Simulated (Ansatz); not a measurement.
```yaml
crystal:
  periodic: [false, false, false]
  atoms:
    - {symbol: N, position_ang: [0.438679, 1.379780, 1.144569]}
    - {symbol: B, position_ang: [0.096989, 0.215283, 0.176104]}
    - {symbol: O, position_ang: [0.830024, -0.965398, -0.319734]}
    - {symbol: Si, position_ang: [-0.721008, -0.796732, -0.988835]}
    - {symbol: F, position_ang: [-1.703793, -1.917708, -0.823580]}
    - {symbol: H, position_ang: [-0.104095, 1.947964, 1.364211]}
    - {symbol: H, position_ang: [1.453371, 1.130102, 1.736750]}
    - {symbol: H, position_ang: [-0.453341, -0.709882, -2.542946]}
basis:
  gaussian: {orbitals: "6-31++G**", fitting: {mean_field: def2-universal-jkfit}}
hamiltonian: {xc: {name: r2SCANh}}
scf: {lower_state_search: off}
relax: {f_tol: 0.0001, max_steps: 2}
output: {forces: true}
```

```sh
$ ansatz run in.yaml --threads 2 --pin off --events-out ev --progress --plain --max-ram 4352MiB
```

Problem. How does Ansatz answer? (Estimate.)

Solution. Ansatz gave: No converged result was reached.
```
Functional definition: r2SCANh
488 factors; integrals over basis functions are off by at most 3.6e-1 eV
mean field evaluation 1: about -14840.3011 eV, gradient 7.9e1 eV
mean field evaluation 2: about -14812.3033 eV, gradient 1.3e2 eV
mean field evaluation 4: about -14851.9056 eV, gradient 1.3e1 eV
mean field evaluation 8: about -14852.2343 eV, gradient 7.0e-2 eV
mean field evaluation 16: about -14852.2376 eV, gradient 6.1e-6 eV
mean field -14852.23758296 eV, -545.8096639654 hartree, gradient 6.2e-6 eV, S^2 0.000000; 0 other end points of the search recorded, 0 dependent functions left out
reference -14852.23761136 eV, -545.8096650093 hartree; 23, 23 occupied and 94, 94 virtual orbitals, 488 factors
relax step   1: F+E_penalty+E_count = -14852.23758296 eV  Δ(F+E_penalty+E_count) = +0.000e0 eV  max|allowed force component| = 1.790e1 eV/Å  Δτ_max = 0.0000 Å  (15 SCF iters, accepted)
488 factors; integrals over basis functions are off by at most 3.4e-1 eV
mean field -14855.23368832 eV, -545.9197688066 hartree, gradient 1.2e-6 eV, S^2 0.000000; 0 other end points of the search recorded, 0 dependent functions left out
reference -14855.23371564 eV, -545.9197698106 hartree; 23, 23 occupied and 94, 94 virtual orbitals, 488 factors
relax step   2: F+E_penalty+E_count = -14855.23368832 eV  Δ(F+E_penalty+E_count) = -2.996e0 eV  max|allowed force component| = 2.348e0 eV/Å  Δτ_max = 0.1638 Å  (25 SCF iters, accepted)
Error: geometry relaxation did not converge after 2 steps: max|allowed force component| = 2.35e0 eV/Å (threshold 1.0e-4). Raise `relax.max_steps` over both its present limit and 2, loosen `relax.f_tol`, or start from a geometry closer to equilibrium. Where this run's directory can be resumed (`checkpoint.write`), a resume goes on for up to `relax.max_steps` more
```
